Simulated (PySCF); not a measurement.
CH$_{4}$N$_{2}$S, charge -1, doublet, at a GFN2-xTB geometry (a state made from the parent by changing its charge; the spin is typed, not shown lowest) (in this run its highest filled SCF level lies above zero, so its values depend strongly on the basis, on diffuse functions most of all), atoms displaced at random by about 0.03 Å a coordinate; PBE0/STO-3G, gradient run with PySCF.

Input for PySCF:
```python
from pyscf import gto, scf, dft

mol = gto.Mole()
mol.atom = '''
    N     0.75816835   -1.22290003   -0.43711364
    C     0.01536726   -0.27336809    0.21187017
    N    -1.40126045   -0.84032488    0.44040801
    S     0.26584345    1.34105987   -0.00437140
    H     0.98564738   -2.10467706    0.04149154
    H     1.70620389   -0.85449472   -0.60410342
    H    -1.74573149   -1.16708081   -0.49581624
    H    -1.90702756   -0.08255492    0.67706457
'''
mol.basis = 'sto-3g'
mol.charge = -1
mol.spin = 1
mol.verbose = 3
mol.build()

mf = dft.UKS(mol)
mf.xc = 'pbe0'
mf.grids.level = 5
mf.kernel()
g = mf.nuc_grad_method()
g.grid_response = True
grad = g.kernel()
```

Question: What does PySCF print? Leave out banner, timings and long lists.

Answer: 
```
converged SCF energy = -541.326657803991  <S^2> = 0.75176033  2S+1 = 2.0017596
--------------- UKS gradients ---------------
         x                y                z
0 N    -0.0507406320     0.0671628276     0.0853386543
1 C     0.0716360851    -0.0328534235    -0.0744568162
2 N    -0.0967833902     0.1196533288     0.0236991956
3 S    -0.0076739531    -0.0456068920     0.0057188601
4 H     0.0056271001     0.0230982382    -0.0290192462
5 H    -0.0125076360    -0.0139939379     0.0068181474
6 H     0.0112105990    -0.0049217577     0.0076146975
7 H     0.0792318271    -0.1125383835    -0.0257134925
----------------------------------------------
```
